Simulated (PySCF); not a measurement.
Species: C5H9F2 (doublet state).
Numbering: `[F:1][CH:2][CH2:3][CH2:4][CH2:5][CH2:6][F:7]` (hydrogens: H8 on C2; H9, H10 on C3; H11, H12 on C4; H13, H14 on C5; H15, H16 on C6)

Cartesian coordinates in Å at the GFN2-xTB level; atoms count from 1:
```xyz
16
C5H9F2 angstrom
F      3.1458   -1.0529    0.9453
C      2.6634   -0.3419   -0.0939
C      1.4788    0.4945    0.1516
C      0.1625   -0.3214    0.1487
C     -1.0404    0.5743    0.4202
C     -2.3328   -0.2306    0.4252
F     -3.4028    0.5936    0.6775
H      2.9350   -0.7618   -1.0465
H      1.5779    0.9791    1.1256
H      1.4209    1.2614   -0.6225
H      0.0482   -0.8123   -0.8198
H      0.2275   -1.0957    0.9153
H     -0.9305    1.0657    1.3890
H     -1.1106    1.3508   -0.3444
H     -2.3302   -0.9920    1.2123
H     -2.5203   -0.7018   -0.5455
```

The hyperfine couplings belong to this conformer and change with its torsions.

Method used: PySCF, UKS B3LYP, pcH-1 on C F H, non-relativistic, mean-field spin-orbit, GIAO. Isolated species at its GFN2-xTB geometry (one conformer only). Couplings are sensitive to structure, and on GFN2-xTB geometries they can be far from those on DFT ones. Stability of the SCF solution: not tested.

(1) Match the computed a_iso(19F) values +160.5, +8.6 MHz with the sites F1; F7.

Results:

(1) 
| site | a_iso (MHz) | ρ(0) (bohr⁻³) | position | distance from C2 (Å) | bound to | spin population there | largest \|T\| (MHz) |
| --- | --- | --- | --- | --- | --- | --- | --- |
| F1 | +160.5 | +0.0382 | 1 bond from C2 | 1.35 | C2 | +0.95 | 504.4 |
| F7 | +8.6 | +0.0020 | 5 bonds from C2 | 6.19 | C6 | 0.00 | 8.2 |

ρ(0) is the spin density at the nucleus and T the dipolar tensor; entries for several nuclei are means. Largest spin populations (Mulliken): C2 (+0.95), F1 (+0.07) and C3 (-0.07). C2 is the only atom above +0.15. The angles at C2 add up to 355.0°, so it is nearly planar; its axial dipolar tensor and the negative coupling of its proton fit spin in a p orbital normal to that plane.

Means are taken over nuclei equivalent by connectivity, which assumes that they swap fast. The 1H value of +28.5 MHz is a mean of couplings from 25.4 to 31.6 MHz in this one geometry, not an average over conformers.

On one thread of an Intel Xeon at 2.60 GHz, on a shared host, this took 46 s wall (grids of density and orbitals included) and 0.97 GiB of memory at its peak.
